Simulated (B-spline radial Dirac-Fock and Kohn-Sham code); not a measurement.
Width and fluorescence yield of the M1 (3s) hole, Sm to Ir

Model: independent-particle radiative and Coulomb Auger rates from relativistic LDA hole-state orbitals, with Dirac-Fock energies. Program: a radial atomic solver. Free neutral atoms. Recommended widths: Campbell and Papp (2001); yields: xraylib tables.

| Z | element | Γ (eV) | recommended Γ | ω | Coster-Kronig yield |
| --- | --- | --- | --- | --- | --- |
| 62 | Sm | 14.5 | 12.4 | 0.000750 | 0.953 |
| 63 | Eu | 15.0 | 12.6 | 0.000790 | 0.953 |
| 64 | Gd | 14.8 | 12.8 | 0.000886 | 0.950 |
| 65 | Tb | 17.3 | 13.0 | 0.000813 | 0.956 |
| 66 | Dy | 17.7 | 13.2 | 0.000863 | 0.956 |
| 67 | Ho | 18.0 | 13.4 | 0.000916 | 0.955 |
| 68 | Er | 18.4 | 13.6 | 0.000973 | 0.954 |
| 69 | Tm | 18.7 | 13.8 | 0.00103 | 0.953 |
| 70 | Yb | 19.0 | 13.9 | 0.00110 | 0.952 |
| 71 | Lu | 17.9 | 14.1 | 0.00127 | 0.948 |
| 72 | Hf | 17.5 | 14.2 | 0.00141 | 0.944 |
| 73 | Ta | 17.8 | 14.3 | 0.00151 | 0.943 |
| 74 | W | 18.1 | 14.5 | 0.00162 | 0.942 |
| 75 | Re | ? | ? | ? | ? |
| 76 | Os | 17.4 | 14.7 | 0.00197 | 0.935 |
| 77 | Ir | 17.7 | 14.8 | 0.00210 | 0.934 |

**Question.** What does the model give for Re?

**Answer.** Γ = 18.3 eV, ω = 0.00173, Coster-Kronig yield 0.940; the recommended width is 14.6 eV.

Values without a named source are computed, but for edge energies of neutral atoms, which are taken from tables.
